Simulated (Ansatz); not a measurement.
Input file:

```yaml
crystal:
  lattice:
    - [5.9, 0.0, 0.0]
    - [-4.425, 7.664325, 0.0]
    - [0.0, 0.0, 4.6846]
  atoms:
    - { symbol: Ti, position: [0.0, 0.0, 0.0] }
    - { symbol: Ti, position: [0.16666666, 0.22222222, 0.5] }
    - { symbol: Ti, position: [-1.0e-08, 0.33333333, 0.0] }
    - { symbol: Ti, position: [0.16666666, 0.55555554, 0.5] }
    - { symbol: Ti, position: [-1.0e-08, 0.66666665, 0.0] }
    - { symbol: Ti, position: [0.16666665, 0.88888887, 0.5] }
    - { symbol: Ti, position: [0.5, 0.0, 0.0] }
    - { symbol: Ti, position: [0.66666666, 0.22222222, 0.5] }
    - { symbol: Ti, position: [0.49999999, 0.33333333, 0.0] }
    - { symbol: Ti, position: [0.66666666, 0.55555554, 0.5] }
    - { symbol: Ti, position: [0.49999999, 0.66666665, 0.0] }
    - { symbol: Ti, position: [0.66666665, 0.88888887, 0.5] }
    - { symbol: H, position: [0.49415912, 0.33389628, 0.38331301] }
basis:
  ecutwfc: 420.0
kpoints:
  mp_grid: { grid: [3, 2, 4] }
hamiltonian:
  xc: pbe
  dispersion: d3bj
scf:
  occupations: { method: fermi_dirac, width: 0.05 }
  lower_state_search: "off"
relax:
  f_tol: 0.03
  max_steps: 60
  adjacent_minimum: "off"
output:
  write_density: true
  write_potential: true
  elf: true
  volumetric_format: npy
```

Launched with:

```bash
$ ansatz run input.yaml --threads 4 --pin off --max-ram 10240MiB --backend cpu --events-out ev --progress --plain --runs-dir out
```

Hardware: 4 threads of AMD EPYC 9R45 96-Core Processor (Zen 5) (shared host).

Question: Roughly how long does this run take, and how much memory?

Answer: 9 s, with a peak of 0.91 GiB, for 4 ionic steps.
